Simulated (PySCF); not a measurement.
Compound: C5H10FNSi.
Cartesian coordinates in Å at the GFN2-xTB level; atoms count from 1:
```
atom  x, y, z in Å
C1     3.0152    0.2434   -0.3975
C2     1.7480    0.3098   -0.0344
F3     1.1366    1.5257   -0.0284
C4     0.8363   -0.7906    0.3578
Si5   -0.4771   -1.1679   -0.9908
C6    -1.6576    0.3291   -1.1486
C7    -2.3756    0.5461    0.1397
N8    -2.0837    1.3382    1.0668
H9     3.5318   -0.6965   -0.4160
H10    3.5654    1.1241   -0.6752
H11    1.4256   -1.6807    0.5642
H12    0.3181   -0.5065    1.2762
H13   -1.2269   -2.3503   -0.5573
H14    0.1956   -1.4021   -2.2723
H15   -1.0813    1.2186   -1.4091
H16   -2.3733    0.1368   -1.9468
H17   -3.2442   -0.0870    0.3062
H18   -1.2618    1.9160    0.8893
```

Method: TDDFT CAM-B3LYP/def2-SVPD, vertical, gas phase, core orbitals frozen in the response (PySCF).

Ground-to-excited transition dipoles (e·a0, same axes as the geometry; the sign carries no meaning), for the states with f of 0.002 or more among the lowest 8:

```json
{"state": "S2", "E (eV)": "6.823", "μx": "-0.510", "μy": "-0.191", "μz": "-0.159"}
{"state": "S3", "E (eV)": "6.976", "μx": "-1.255", "μy": "-0.268", "μz": "0.145"}
{"state": "S4", "E (eV)": "7.258", "μx": "0.908", "μy": "-0.155", "μz": "-0.320"}
{"state": "S5", "E (eV)": "7.328", "μx": "0.247", "μy": "-0.141", "μz": "-0.305"}
{"state": "S6", "E (eV)": "7.620", "μx": "-0.063", "μy": "0.452", "μz": "0.561"}
{"state": "S7", "E (eV)": "7.694", "μx": "-0.363", "μy": "-0.141", "μz": "0.146"}
{"state": "S8", "E (eV)": "7.754", "μx": "-0.096", "μy": "0.592", "μz": "0.401"}
```

(1) Work out the oscillator strengths.

(2) Which bond between heavy atoms lies closest to the direction of the S3 transition dipole?

(3) What angle do the transition dipoles of S5 and S7 make?

(4) What peak molar absorption coefficient would the strongest computed level give as a lone Gaussian band 0.4 eV wide at half height?

## Answers

(1) f = (2/3) ΔE |μ|² with ΔE in hartree (27.2114 eV).

```json
{"state": "S2", "|μ|² (au)": "0.322", "|μ| (D)": "1.44", "f": "0.054"}
{"state": "S3", "|μ|² (au)": "1.669", "|μ| (D)": "3.28", "f": "0.285"}
{"state": "S4", "|μ|² (au)": "0.951", "|μ| (D)": "2.48", "f": "0.169"}
{"state": "S5", "|μ|² (au)": "0.174", "|μ| (D)": "1.06", "f": "0.031"}
{"state": "S6", "|μ|² (au)": "0.523", "|μ| (D)": "1.84", "f": "0.098"}
{"state": "S7", "|μ|² (au)": "0.173", "|μ| (D)": "1.06", "f": "0.033"}
{"state": "S8", "|μ|² (au)": "0.521", "|μ| (D)": "1.83", "f": "0.099"}
```

(2) C1–C2, at 18° from it; next C2–C4 at 39°.

(3) |cos θ| = |μa·μb| / (|μa| |μb|) = 0.66, so θ ≈ 49° (taken between 0 and 90°, since the signs are arbitrary).

(4) ε(max) = 2.175×10⁸ f / FWHM, with the width in cm⁻¹. S3: 2.175×10⁸ × 0.2852 / 3226 ≈ 19000 L mol⁻¹ cm⁻¹.

Hardware: one thread, Arm Neoverse V1 (aarch64), shared host with 32 logical CPUs at a one-minute load of 25. Cost: 91 s (with the writing of density and orbital grids), 1.2 GiB resident at most.

One conformer stands for the species.
